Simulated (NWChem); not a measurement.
Molecule: BH₂S₂Cl; SMILES SB(S)Cl

```xyz
6

B      0.0000     0.0000     0.0112
Cl     0.0000     0.0000    -1.7607
S      1.6287     0.0000     0.8026
H      1.2020     0.0000     2.0962
S     -1.6287     0.0000     0.8026
H     -1.2020     0.0000     2.0962
```
Atoms are numbered in this order, from 1.

All runs: NWChem. Pople sets run with spherical d functions. All runs use the structure optimised with PBE-D3(BJ)/def2-SVP.

Question: Taking PBE0/def2-TZVPD as the yardstick, which of these has the fewest basis functions while keeping “dipole (D)” within 0.2 D of it: PBE0/STO-3G; PBE0/6-311++G**; PBE0/6-311G**; PBE0/3-21G; PBE0/6-31G*; PBE0/6-31+G*?

Answer: none of them.
| level | basis functions | dipole (D) |
|---|---|---|
| PBE0/STO-3G | 34 | 3.57 |
| PBE0/3-21G | 52 | 3.12 |
| PBE0/6-31G* | 72 | 2.57 |
| PBE0/6-31+G* | 88 | 2.63 |
| PBE0/6-311G** | 108 | 2.65 |
| PBE0/6-311++G** | 126 | 2.57 |
| PBE0/def2-TZVPD | 193 | 2.19 |

The yardstick is one finite set, not the basis-set limit.
